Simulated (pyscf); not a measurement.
## O=MoH(=O)–OH, singlet

Gas-phase minimum from PySCF at ωB97X-D3(BJ)/def2-SVP, one conformer. 

SMILES: [O]=[MoH](=[O])[OH]
```xyz
6

O      0.0120     2.1424    -0.2162
Mo     0.5795     0.5804    -0.1129
O      2.0796     0.5821     0.6095
O     -0.6028    -0.6340     0.6470
H      0.8750     0.1292    -1.7327
H     -1.5271    -0.5446     0.9092
```
Charge 0, spin multiplicity 1.

Bonded distances (Å): O1–Mo2 1.665, Mo2–O3 1.665, Mo2–O4 1.857, Mo2–H5 1.707, O4–H6 0.965. Angles (°): O1–Mo2–O3 109.5, O1–Mo2–O4 114.9, O1–Mo2–H5 104.4, O3–Mo2–O4 113.4, O3–Mo2–H5 104.8, O4–Mo2–H5 109.0, Mo2–O4–H6 131.3.

Properties at ωB97X-D3(BJ)/def2-SVP:

```
Item                                                                                                                                                                                 Value
---------------------------------------------------------------------------------------------------------------------  -------------------------------------------------------------------
Harmonic wavenumbers, unscaled                                                                                         218, 236, 315, 379, 552, 648, 677, 791, 1072, 1105, 2007, 3917 cm⁻¹
Zero-point energy                                                                                                                                                            17.0 kcal/mol
Rotational symmetry number                                                                                                                                                               1
Entropy of this conformer at 298 K and 1 atm, rigid rotor and harmonic oscillator, modes under 100 cm⁻¹ raised to 100                                                      308.9 J/(mol K)
Dipole moment                                                                                                                                                                       3.29 D
```

Single-point totals, which compare only within one level:

```
level                   total energy (hartree)
----------------------  ----------------------
ωB97X-D3(BJ)/def2-TZVP              -295.33612
PBE/def2-TZVP                       -295.12504
r²SCAN/def2-TZVP                    -295.24618
B3LYP-D3(BJ)/def2-TZVP              -295.33275
PBE0-D3(BJ)/def2-TZVP               -295.04385
M06-2X/def2-TZVP                    -295.06610
ωB97M-D3(BJ)/def2-TZVP              -295.28885
```

Elements past Kr carry the def2 core potentials, without spin-orbit coupling.
